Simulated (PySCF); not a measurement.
Highest occupied level (eV) of eight silicon and germanium compounds: PBE beside CAM-B3LYP, computed with PySCF for isolated molecules in the bases named; differences from unrounded values. The eight are the first of their class met in an unordered collection, after screening for sound electronic states; none was chosen by its value. Each molecule has one DFT geometry for both levels.

```csv
molecule,basis,CAM-B3LYP
"C2H8FNOSi, SMILES CC[Si@](N)(O)F",def2-TZVP,-9.29
"C2H6F2OSi, SMILES C(F)[Si@@H](F)CO",def2-TZVP,-9.14
"C₄H₅NSi, SMILES C#C[SiH](N)C#C",def2-TZVP,-9.05
"Si(Cl)3(OMe) (CH₃Cl₃OSi), SMILES CO[Si](Cl)(Cl)Cl",def2-TZVP,-10.47
"C4H12Si2, SMILES [SiH2]([SiH2]C)C(=C)C",def2-TZVP,-8.47
"C2H4ClNOSi, SMILES O(C#N)[Si@@H](C)Cl",def2-TZVP,-10.18
"F₂H₅NSi₂, SMILES F[SiH](F)N[SiH3]",def2-TZVP,-9.73
"C₂H₃Cl₃Si, SMILES [Si](C=C)(Cl)(Cl)Cl",def2-TZVP,-9.93
```

**Question.** Estimate the PBE values and say how PBE differs from CAM-B3LYP over the set. (An estimate is asked for; the answer gives what the named calculation found.)

**Answer.** 
| molecule | PBE | difference |
|---|---|---|
| C2H8FNOSi, SMILES CC[Si@](N)(O)F | -6.29 | 3.00 |
| C2H6F2OSi, SMILES C(F)[Si@@H](F)CO | -6.12 | 3.03 |
| C₄H₅NSi, SMILES C#C[SiH](N)C#C | -6.25 | 2.80 |
| Si(Cl)3(OMe) (CH₃Cl₃OSi), SMILES CO[Si](Cl)(Cl)Cl | -7.44 | 3.03 |
| C4H12Si2, SMILES [SiH2]([SiH2]C)C(=C)C | -6.14 | 2.33 |
| C2H4ClNOSi, SMILES O(C#N)[Si@@H](C)Cl | -7.32 | 2.86 |
| F₂H₅NSi₂, SMILES F[SiH](F)N[SiH3] | -6.92 | 2.82 |
| C₂H₃Cl₃Si, SMILES [Si](C=C)(Cl)(Cl)Cl | -7.43 | 2.50 |
PBE lies below CAM-B3LYP in 0 and above it in 8 of the eight; the mean signed difference is 2.80 and the largest 3.03 eV.
